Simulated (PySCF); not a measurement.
**Electron correlation in Tc (technetium, neutral)**

[Kr] 4d5 5s1 5p1, high-spin 8P determinant (an excited configuration). All numbers are calculated (PySCF 2.14, a scalar-relativistic core potential, in aug-cc-pVTZ-PP with one added diffuse shell each of s, p, d, f, g type with ECP28MDF (7s7p6d4f3g, 113 functions)). Frozen: 4s2 4p6; 7 electrons correlated.

MP2 pair energies summed by pair of shells (mhartree):

```
 pair  energy  share (%)
4d-4d  -59.67       68.0
4d-5s  -16.55       18.9
4d-5p   -9.67       11.0
5s-5p   -1.90        2.2
```

Total MP2 correlation energy: -87.79 mhartree.

Same-spin part -87.79 and opposite-spin part 0.00 mhartree; SCS-MP2 scales them by 1/3 and 6/5 to -29.26 mhartree.
